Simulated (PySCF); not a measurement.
Computed with PBE-D3(BJ)/def2-TZVP // PBE0-D4/def2-TZVP run with PySCF. Gas-phase values, no solvent. Excitations are Tamm–Dancoff values on a coarser integration grid. The basis has no diffuse functions, so Rydberg states are missing or too high.

Reference species (SMILES): `N=C=CC` (neutral, multiplicity 1).

| Item | Value |
|---|---|
| S1 oscillator strength | 0.001 |
| HOMO–LUMO gap | 4.20 eV |
| S1 excitation (TDA) | 4.39 eV |
| T1 excitation (TDA) | 3.90 eV |

After one change: the S1 oscillator strength stays essentially unchanged; the HOMO–LUMO gap rises by 0.65 eV; the S1 excitation (TDA) increases by 0.58 eV; the T1 excitation (TDA) increases by 0.40 eV.

Question: Which change was made? The new species is one of these.
(A) `C1=CNC1`
(B) `NC1=CC1`
(C) `C=CN=C` (C–C–N–C torsion 180°)
(D) `C#CCN`

Answer: B, `NC1=CC1`
